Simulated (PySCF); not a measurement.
Several orderings of computed values.

Each SMILES stands for a single optimised conformer of the isolated species, non-relativistic unless stated; the electronic structure was computed with PySCF and density fitting.

The conformers computed, where there is a choice (atom-mapped SMILES and torsion angles):
- `[H]/[N:1]=[C:2]1/[CH:3][CH2:4][C@@H:5]1[SH:6]`: H–S6–C5–C4 -60°
- `[CH2:1][c:2]1[cH:3][cH:4][cH:5][c:6]([CH:7]=[O:8])[cH:9]1`: C5–C6–C7–O8 0°
- `[H]/[N:1]=[C:2]1/[CH2:3][CH2:4][C:5]1[SH:6]`: H–S6–C5–C4 180°
- `[CH2:1][C:2](=[O:3])[C:4]1=[CH:5][CH:6]=[CH:7][C:8]1=[CH2:9]`: C1–C2–C4–C5 15°
- `[CH3:1][S:2](=[O:3])(=[O:4])[CH-:5][C:6]#[N:7]`: C1–S2–C5–C6 -58°
- `[CH2:1]=[C:2]1[C:3]=[CH:4]/[C:5]1=[CH:6]\[C:7]([CH3:8])=[O:9]`: C5–C6–C7–C8 179°
- `[O:1]=[CH:2][O:3][CH+:4][CH:5][C:6]([F:7])([F:8])[F:9]`: O1–C2–O3–C4 -6°, C2–O3–C4–C5 -1°, O3–C4–C5–C6 169°, C4–C5–C6–F7 -20°
- `[CH2:1][c:2]1[cH:3][cH:4][cH:5][cH:6][c:7]1[CH:8]=[O:9]`: C6–C7–C8–O9 -2°

Question: Rank by smallest rotational constant, highest first (GFN2-xTB).
A. `N#C[C]1C=CSC1` [radical]
B. `[CH2]C(=O)C1=CC=CC1=C` [radical]
C. `CS(=O)(=O)[CH-]C#N`
D. `[H]/N=C1/[CH]C[C@@H]1S` [radical]
E. `c1cc([CH2])cc(c1)C=O` [radical]
F. `[H]/N=C1/CC[C]1S` [radical]

Answer: D (1.771 GHz), F (1.624 GHz), C (1.547 GHz), A (1.204 GHz), B (1.020 GHz), E (0.894 GHz).

Question: Rank by isotropic g value, highest first (unrestricted B3LYP/pcH-1, mean-field spin–orbit at GFN2-xTB geometries).
A. `FC(F)([CH][CH+]OC=O)F` [radical]
B. `[C]1=C/C(=C\C(C)=O)C1=C` [radical]
C. `c1c(c([CH2])ccc1)C=O` [radical]
D. `C1(/[C@H](C[CH]1)S)=N/[H]` [radical]
E. `N#C[C]1C=CSC1` [radical]
F. `[CH2]C1=CC(C=O)=CC=C1` [radical]

Answer: E (2.00480), A (2.00429), D (2.00388), C (2.00304), F (2.00244), B (2.00197).
